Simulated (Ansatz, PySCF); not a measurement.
The PySCF input:
```python
from pyscf import gto, scf, dft

mol = gto.Mole()
mol.atom = '''
    C     1.377485   -0.084532    0.140484
    B     0.026495    0.295237   -0.545836
    C    -1.386433   -0.015166    0.043839
    H     1.608413   -1.117196   -0.130346
    H     2.240368    0.510696   -0.157208
    H     1.318838   -0.054615    1.231789
    H    -1.408602   -0.945623    0.617460
    H    -2.199719   -0.057752   -0.680201
    H    -1.638091    0.786494    0.741750
'''
mol.basis = 'cc-pvdz'
mol.charge = 0
mol.spin = 1
mol.verbose = 4
mol.build()

mf = dft.UKS(mol)
mf.xc = 'blyp'
mf.grids.atom_grid = (99, 590)
mf.grids.prune = None
mf.kernel()
```

### Question
Write the same job for Ansatz (a first-principles code).

### Answer
Several could match; the one computed here: 
Ansatz 0.2 input:
```yaml
crystal:
  periodic: [false, false, false]
  atoms:
    - {symbol: C, position_ang: [1.37748544, -0.08453153, 0.14048362]}
    - {symbol: B, position_ang: [0.02649544, 0.29523667, -0.54583626]}
    - {symbol: C, position_ang: [-1.38643265, -0.01516650, 0.04383900]}
    - {symbol: H, position_ang: [1.60841259, -1.11719610, -0.13034565]}
    - {symbol: H, position_ang: [2.24036755, 0.51069630, -0.15720758]}
    - {symbol: H, position_ang: [1.31883806, -0.05461498, 1.23178911]}
    - {symbol: H, position_ang: [-1.40860248, -0.94562308, 0.61746017]}
    - {symbol: H, position_ang: [-2.19971890, -0.05775153, -0.68020086]}
    - {symbol: H, position_ang: [-1.63809079, 0.78649418, 0.74175039]}
basis:
  gaussian:
    orbitals: cc-pVDZ
hamiltonian:
  xc: blyp
magnetization: {spin_polarized: true, initial_magnetization: 1}
accuracy: high
```

Both were run: PySCF gave -104.524512 Eh and Ansatz -104.524512 Eh, 0.000 mEh apart.
